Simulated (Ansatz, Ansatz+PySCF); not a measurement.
```xyz
4

B     0.0000    0.0000    0.0000
H     1.0996    0.4591    0.1894
H    -0.7802    0.5786   -0.7156
H    -0.3193   -1.0377    0.5262
```

Basis set: def2-SVP (spherical functions). Frozen core: 1 orbital. Charge 0, multiplicity 3.

Computed with Ansatz (development build ahead of 0.2.0); each method stands on the lowest determinant of its kind that the runs found.

Question: Give the atomization energy at this shape (free ground-state atoms in the same class of orbitals less the molecule, no zero-point energy) of triplet BH3 by UHF-CCSD(T), UHF-MP2, UHF.

Answer:

```json
{"method": "UHF-CCSD(T)", "atomization energy": "6.28 eV"}
{"method": "UHF-MP2", "atomization energy": "6.15 eV"}
{"method": "UHF", "atomization energy": "4.82 eV"}
```

Caution: another spin multiplicity may lie lower; the determinant breaks the point group.
